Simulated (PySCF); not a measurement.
**Electron correlation in Cd⁺ (cadmium, charge +1)**

[Kr] 4d9 5s2, 2D determinant (an excited configuration). Calculation: PySCF 2.14, in x2c-TZVPPall; scalar relativity by spin-free X2C-1e. Frozen: [Ar] 3d10; 19 electrons correlated.

MP2 pair energies summed by pair of shells (mhartree):

```tsv
pair	energy	share (%)
4d-4d	-278.65	42.4
4p-4d	-166.95	25.4
4d-5s	-74.61	11.4
4p-4p	-45.89	7.0
4s-4d	-30.48	4.6
4s-4p	-21.99	3.3
5s-5s	-21.80	3.3
4p-5s	-11.85	1.8
4s-4s	-3.88	0.6
4s-5s	-1.00	0.2
```

Total MP2 correlation energy: -657.11 mhartree.

Same-spin part -214.43 and opposite-spin part -442.68 mhartree; SCS-MP2 scales them by 1/3 and 6/5 to -602.69 mhartree.

This basis was not built for core-valence correlation, so the inner-shell part is incomplete.
